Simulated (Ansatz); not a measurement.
Ansatz results at the PBE0-D4/def2-TZVP geometry: HOMO energy (B3LYP/def2-TZVPP) -7.58 eV; HOMO energy (ωB97M-V/def2-TZVPP) -10.07 eV; LUMO energy (ωB97M-V/def2-TZVPP) 1.38 eV.

Each molecule was computed in one conformer, which needn't be the lowest.

**Question.** Which molecule gave them?
A. `F[B-](F)(F)[OH+][SiH3]`
B. `C[BH-](C)[OH2+]`
C. `[NH3+][In-]([Cl])([Cl])[Cl]`
D. `[BH3-][SH2+]`

**Answer.** B. The others give `F[B-](F)(F)[OH+][SiH3]`: -9.97, -12.50, 0.79; `[BH3-][SH2+]`: -8.18, -10.66, 1.56; `[NH3+][In-]([Cl])([Cl])[Cl]`: -8.42, -11.00, 0.26.

B3LYP here is the variant with VWN-RPA as its local correlation; programs differ in this.
